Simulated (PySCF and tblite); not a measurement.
Results of a calculation; reference values are marked as such.
System: C₅H₇N₃, numbered as in [CH3:1][NH:2][c:3]1[cH:4][n:5][cH:6][n:7][cH:8]1.

Motion: rotation about the C3–N2 bond (torsion C4–C3–N2–C1 from -14° to 166°, rising). GFN2-xTB gives an electronic barrier of 9.8 kcal/mol.

Question: What does revPBE/pcSseg-1 + D3(BJ) give on GFN2-xTB geometries?

Answer: A barrier of 8.1 kcal/mol, 1.7 below the tight-binding barrier (from unrounded values) and, with GFN2-xTB thermal terms, ΔG‡(298 K) = 8.4 kcal/mol and k = 8×10⁶ s⁻¹ (2 equivalent paths).

Programs: tblite and PySCF.
